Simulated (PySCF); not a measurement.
FH3LiN, SMILES [NH3]->[Li][F] (connectivity only; charge and spin as stated), neutral, multiplicity 1.

The structure is a stationary point at B3LYP-D3(BJ)/def2-TZVP.

Two levels are set side by side: TDA-PBE/def2-TZVPD (PySCF) and TDA-CAM-B3LYP/def2-TZVPD (PySCF). Vertical, same geometry. The lowest singlet is HOMO−1→LUMO 100 % with PBE and HOMO→LUMO 87 % with the other functional; states are paired by order. Differences are taken from unrounded values.

```json
[
 {"quantity": "lowest singlet excitation (eV)", "TDA-CAM-B3LYP": "6.00", "TDA-PBE": "3.70", "TDA-PBE minus TDA-CAM-B3LYP": "-2.30"},
 {"quantity": "lowest triplet excitation (TDA) (eV)", "TDA-CAM-B3LYP": "5.96", "TDA-PBE": "3.69", "TDA-PBE minus TDA-CAM-B3LYP": "-2.27"}
]
```

Functionals without exact exchange tend to place singlet excitations lower, as here. Differences between two approximate levels are no errors against the true value.

Rough cost on one machine, each run with all the roots and properties that it gave: TDA-CAM-B3LYP against TDA-PBE about 3 times.
